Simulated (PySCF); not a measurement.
Property card for `CN[Si@@H]1C[C@H]1C`

C4H11NSi.
SMILES with atom numbers: `[CH3:1][NH:2][Si@@H:3]1[CH2:4][C@H:5]1[CH3:6]` (hydrogens: H7, H8, H9 on C1; H10 on N2; H11 on Si3; H12, H13 on C4; H14 on C5; H15, H16, H17 on C6)

Cartesian coordinates in Å at the PBE0-D3(BJ)/def2-SVP level; atoms count from 1:
```
atom  x, y, z in Å
C1     2.8954   -0.4978    0.0509
N2     1.7009    0.1169   -0.4791
Si3    0.3225    0.5736    0.4461
C4    -0.7209   -0.7708    1.1819
C5    -1.3593   -0.0605   -0.0368
C6    -2.6371    0.7131    0.1811
H7     3.6830    0.2236    0.3431
H8     2.6436   -1.0864    0.9468
H9     3.3407   -1.1990   -0.6755
H10    1.8284    0.5535   -1.3852
H11    0.3621    1.8672    1.1861
H12   -1.2140   -0.5923    2.1455
H13   -0.4355   -1.8200    1.0460
H14   -1.3656   -0.6867   -0.9389
H15   -2.8974    1.3194   -0.7005
H16   -3.4860    0.0385    0.3898
H17   -2.5540    1.4020    1.0374
```

Among its groups: Si–H bond and C–Si bond.

From PBE0-D3(BJ)/def2-SVP geometry optimisation, gas phase (PySCF):

- Point group: C1
- Rotational constants A, B, C: 7.787, 1.444, 1.364 GHz

From wB97X-D/def2-SVPD ground state, ΔSCF and vertical TDDFT (core frozen in the response) (PySCF):

* Dipole moment: 1.30 D
* HOMO energy: -8.24 eV
* LUMO energy: 2.21 eV
* HOMO–LUMO gap: 10.45 eV
* Lowest singlet excitation: 6.22 eV (199 nm, f = 0.009)
* Strongest line among the 10 lowest singlet transitions: S4 at 6.57 eV (189 nm, f = 0.155)
* Lowest triplet excitation (Tamm–Dancoff): 5.29 eV
* Static isotropic polarisability: 84.3 au
* Vertical ionisation energy: 8.40 eV
* Electronic spatial extent ⟨r²⟩ about the centre of nuclear charge: 966 bohr²

From KT2/pcSseg-1 ground state and GIAO shieldings, non-relativistic (PySCF):

* 13C chemical shifts (computed TMS as zero) by class: 36.1 (C1), 19.1 (C6), 13.4 (C5), 8.4 (C4) ppm
* 1H chemical shifts (computed TMS as zero) by class: 4.14 (H11), 2.78 (H7/H8/H9), 1.15 (H14), 1.11 (H13), 1.11 (H15/H16/H17), 0.12 (H10), -0.01 (H12) ppm
* Isotropic shieldings of nuclei other than C and H, by class: 244 (N2), 442 (Si3) ppm

Monoisotopic mass (most abundant isotopes): 101.0661 u.

 The vertical singlet–triplet gap S1 − T1 is 0.93 eV (TDDFT singlet less Tamm–Dancoff triplet; S1: HOMO−1→LUMO, weight 0.53; T1: HOMO→LUMO+1, weight 0.67). S1 lies 4.23 eV below the HOMO–LUMO gap; its leading configuration is HOMO−1→LUMO, weight 0.53. The dipole equals about 4.3 × 10⁻³⁰ C·m (1 D = 3.33564 × 10⁻³⁰ C·m). The rotational constants make it an asymmetric top with κ = (2B − A − C)/(A − C) = -0.98, nearer the prolate limit (−1).

 NMR classes are plain means over equivalent atoms (diastereotopic ones count apart unless rotation or inversion swaps them), as if these changed places fast; in this geometry the members of some classes differ.

One conformer stands for the species.
